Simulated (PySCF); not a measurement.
CH3BrOSn, SMILES [Br][Sn][O]C (connectivity only; charge and spin as stated), neutral, multiplicity 1. Atoms are numbered in the order given.

```xyz
7

Sn     0.3898    -0.1878     0.9132
Br    -1.2143     0.9483    -0.7314
O      1.4001    -1.3034    -0.3779
C      1.3160    -1.4667    -1.7618
H      0.5318    -0.8397    -2.2239
H      2.2818    -1.2102    -2.2333
H      1.0991    -2.5220    -2.0073
```
Charge 0, spin multiplicity 1.

Geometry optimised at PBE0-D3(BJ)/def2-SVP. The structure was generated by enumeration; whether it is a known compound was not checked. The def2 effective core potentials stand for the cores of Sn; spin–orbit coupling is left out. Other conformers were not sampled.

Computed with PySCF 2.14.0 with TDA-PBE/def2-SVPD.

Vertical excitations. 

```csv
state,energy (eV),λ (nm),f,main pairs
S1,3.53,351,0.005,HOMO−1→LUMO 84 %
S2,3.68,337,0.000,HOMO−2→LUMO 97 %
S3,4.00,310,0.051,HOMO→LUMO 78 %
S4,4.25,292,0.030,HOMO−3→LUMO 83 %
S5,4.49,276,0.036,HOMO−4→LUMO 79 %
S6,5.15,241,0.005,HOMO→LUMO+1 97 %
S7,5.36,231,0.030,"HOMO−1→LUMO+1 74 %, HOMO−3→LUMO+1 12 %"
S8,5.57,223,0.005,"HOMO−2→LUMO+1 81 %, HOMO−3→LUMO+1 15 %"
S9,5.77,215,0.005,"HOMO→LUMO+2 53 %, HOMO−4→LUMO+1 43 %"
S10,5.82,213,0.000,"HOMO−4→LUMO+1 55 %, HOMO→LUMO+2 43 %"
T1,3.07,404,0,HOMO−1→LUMO 86 %
T2,3.08,403,0,HOMO→LUMO 93 %
T3,3.51,353,0,HOMO−2→LUMO 91 %
T4,3.65,340,0,HOMO−3→LUMO 83 %
```
Triplets are in the Tamm–Dancoff approximation.
